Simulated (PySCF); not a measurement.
**Electron correlation in P (phosphorus, neutral)**

[Ne] 3s1 3p3 4s1, high-spin 6S determinant (an excited configuration). Computed with PySCF 2.14 in aug-cc-pwCVTZ, with the non-relativistic Hamiltonian (point nucleus). Frozen: [Ne]; 5 electrons correlated.

```json
{"level": "CCSD", "correlation energy (mhartree)": "-42.33"}
{"level": "(T)", "correlation energy (mhartree)": "-0.96"}
{"level": "CCSD(T)", "correlation energy (mhartree)": "-43.29"}
```

Diagnostics: T1 = 0.0079, D1 = 0.0244, largest double amplitude 0.032.

The outer electron is Rydberg-like, and this basis confines it to a smaller radius and binds it less than a complete one would.

Cost of the coupled-cluster step: of the order of 4 core-seconds, for 5 correlated electrons.

Iterations:

```
CC2 = 0
CCSD nocc = (np.int64(5), np.int64(0)), nmo = (70, 70)
frozen orbitals [[0, 1, 2, 3, 4], [0, 1, 2, 3, 4]]
max_cycle = 100
direct = 0
conv_tol = 1e-08
conv_tol_normt = 1e-06
diis_space = 8
diis_start_cycle = 0
Init t2, MP2 energy = -0.0318399818890599
Init E_corr(UCCSD) = -0.0318399818921023
cycle = 1  E_corr(UCCSD) = -0.039382207096819  dE = -0.0075422252  norm(t1,t2) = 0.0376775
cycle = 2  E_corr(UCCSD) = -0.0414306143821255  dE = -0.00204840729  norm(t1,t2) = 0.0125378
cycle = 3  E_corr(UCCSD) = -0.0423677846394405  dE = -0.000937170257  norm(t1,t2) = 0.00458254
cycle = 4  E_corr(UCCSD) = -0.0423314878507887  dE = 3.62967887e-05  norm(t1,t2) = 0.000505399
cycle = 5  E_corr(UCCSD) = -0.0423317763270372  dE = -2.88476248e-07  norm(t1,t2) = 5.65886e-05
cycle = 6  E_corr(UCCSD) = -0.0423313189890385  dE = 4.57337999e-07  norm(t1,t2) = 5.59209e-06
cycle = 7  E_corr(UCCSD) = -0.0423314575505101  dE = -1.38561472e-07  norm(t1,t2) = 8.97441e-07
cycle = 8  E_corr(UCCSD) = -0.0423314170876703  dE = 4.04628398e-08  norm(t1,t2) = 1.75531e-07
cycle = 9  E_corr(UCCSD) = -0.0423314200563548  dE = -2.96868449e-09  norm(t1,t2) = 3.20029e-08
UCCSD converged
E(UCCSD) = -340.36574519506  E_corr = -0.04233142005635484
UCCSD(T) correction = -0.000957029786590486
```
